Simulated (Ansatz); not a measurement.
`[F][InH2]` + `O[SiH](O)S[SiH](O)Cl` → `[OH][InH][F]` + `O[SiH](O)S[SiH2]Cl`  (redistribution)

Gas-phase electronic energies from Ansatz, PBE0-D4/def2-TZVP geometries. CCSD(T)/CBS adds triple-zeta CCSD(T) − MP2 to the extrapolated MP2 energy (def2 sets, frozen cores). Elements past krypton have def2 core potentials. For In outer-core shells are correlated without core-valence functions, which leaves a few kJ/mol of doubt a bond. Each species was taken in one conformer, which may not be the lowest.

```csv
species,MP2/def2-TZVPP energy (Eh)
`[F][InH2]`,-290.41187
`O[SiH](O)S[SiH](O)Cl`,-1664.15737
`[OH][InH][F]`,-365.57540
`O[SiH](O)S[SiH2]Cl`,-1588.96263
```

(1) Work out ΔE.

Largest T1 diagnostic among the species: 0.017.

Results:

(1) ΔE = (-365.57540) + (-1588.96263) − (-290.41187) − (-1664.15737) = 0.03121 Eh = +19.6 kcal/mol. CCSD(T)/CBS gives +18.8 kcal/mol.

The D4 term adds +1.6 kcal/mol with B3LYP and +0.8 kcal/mol with PBE0; it sums over pairs of atoms, weighted by their polarisabilities, and B3LYP, whose exchange is more repulsive, gets the larger term. From PBE to PBE0 (25 % exact exchange), in def2-TZVPP and without D4, ΔE moves by +1.9 kcal/mol. In def2-TZVPP, CCSD(T) changes the Hartree–Fock value by −1.9 kcal/mol (the triples alone add −0.4 kcal/mol) and MP2 by −2.2 kcal/mol.

B3LYP here is the variant with VWN-RPA as its local correlation; programs differ in this.
